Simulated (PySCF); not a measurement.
**How methods differ on the interval between two levels of La⁺**

La⁺ [Xe] 5d2 [3F4, M_J = 4] → La⁺ [Xe] 5d1 6s1 [3D3, M_J = 3], as a difference of total energies. Computed with PySCF 2.14 in x2c-TZVPall-2c with one added diffuse shell each of s, p, d type (12s12p11d2f, 117 functions), with the two-component X2C-1e Hamiltonian. Correlated levels: [Ar] 3d10 frozen; the 18 highest virtual spinors dropped. "Screened" scales the spin-orbit matrix elements by Boettger's factors to mimic the two-electron term; Breit and QED terms are absent.

```tsv
method	interval between two levels (cm⁻¹)	error (cm⁻¹)
GHF (screened spin-orbit)	758.28	-521
GMP2 (screened spin-orbit)	-1986.2	-3266
```

Reference: 1279.6 cm⁻¹ (measured; NIST Handbook of Basic Atomic Spectroscopic Data (Sansonetti and Martin, J. Phys. Chem. Ref. Data 34, 1559 (2005))).

Errors of the correlated levels include the incompleteness of this basis and the frozen core.

The labels give the starting determinants; with spin-orbit coupling the two ends relaxed to ⟨J²⟩ = 20.02, ⟨L²⟩ = 12.07, ⟨S²⟩ = 2.04 and ⟨J²⟩ = 12.30, ⟨L²⟩ = 6.36, ⟨S²⟩ = 2.04.
